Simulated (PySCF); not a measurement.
Titanium: a sound run and one with changed settings

Sound run: Ti [Ar] 3d2 4s2, Ti⁺ [Ar] 3d2 4s1. All numbers are calculated (PySCF 2.14, scalar relativity by spin-free X2C-1e, in cc-pVTZ-DK (7s6p4d2f1g, 68 functions)). In the sound run the correlated levels freeze [Ar]. The sound run starts from symmetry-adapted Hartree-Fock orbitals and uses a fine grid where one is needed.

Changed run: no relativity, point nucleus. This setting is unsound on purpose.

```csv
species,method,sound run (hartree),changed run (hartree),converged
Ti,UHF,-852.74751,-846.71759,yes
Ti,LDA,-851.61257,-845.58780,yes
Ti,BP86,-853.82864,-847.80133,yes
Ti,MP2,-852.78761,-846.75721,yes
Ti⁺,UHF,-852.54329,-846.51504,yes
Ti⁺,LDA,-851.35791,-845.33570,yes
Ti⁺,BP86,-853.57670,-847.55177,yes
Ti⁺,MP2,-852.55438,-846.52593,yes
```

Ionisation energy of Ti:

```
 method  sound run (eV)  changed run (eV)
    UHF           5.557             5.512
    LDA           6.929             6.860
   BP86           6.855             6.791
    MP2           6.346             6.293
SCS-MP2           6.515             6.461
```

Most of the change in total energy is the relativistic energy itself. On top of that the contraction fixes the core shape for the Hamiltonian it was made with, so the changed run is not a good calculation with the other Hamiltonian either.

For comparison, NIST gives 6.828 eV between the lowest levels.
